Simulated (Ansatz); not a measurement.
```yaml
atoms:
  - { symbol: C, position_ang: [2.0613, 0.0000, 0.0000] }
  - { symbol: C, position_ang: [1.5790, 1.3250, 0.0000] }
  - { symbol: C, position_ang: [0.3579, 2.0300, 0.0000] }
  - { symbol: C, position_ang: [-1.0306, 1.7851, 0.0000] }
  - { symbol: C, position_ang: [-1.9370, 0.7050, 0.0000] }
  - { symbol: C, position_ang: [-1.9370, -0.7050, 0.0000] }
  - { symbol: C, position_ang: [-1.0306, -1.7851, 0.0000] }
  - { symbol: C, position_ang: [0.3579, -2.0300, 0.0000] }
  - { symbol: C, position_ang: [1.5790, -1.3250, 0.0000] }
  - { symbol: H, position_ang: [3.1463, 0.0000, 0.0000] }
  - { symbol: H, position_ang: [2.4102, 2.0224, 0.0000] }
  - { symbol: H, position_ang: [0.5464, 3.0985, 0.0000] }
  - { symbol: H, position_ang: [-1.5731, 2.7248, 0.0000] }
  - { symbol: H, position_ang: [-2.9565, 1.0761, 0.0000] }
  - { symbol: H, position_ang: [-2.9565, -1.0761, 0.0000] }
  - { symbol: H, position_ang: [-1.5731, -2.7248, 0.0000] }
  - { symbol: H, position_ang: [0.5464, -3.0985, 0.0000] }
  - { symbol: H, position_ang: [2.4102, -2.0224, 0.0000] }
```

Basis set: def2-TZVP (spherical functions). Charge -1, multiplicity 1.

Computed with Ansatz (development build ahead of 0.2.0); each method stands on the lowest determinant of its kind that the runs found.

The vertical detachment energy (product with multiplicity 2 at the same shape, open shells in the same class of orbitals) of singlet C₉H₉(-):

```csv
method,detachment energy
ωB97X (unrestricted),2.47 eV
PBE0 (unrestricted),2.50 eV
```

Q: What does PBE0 (restricted) give?

A: 2.59 eV. Caution: no diffuse functions for an anion.
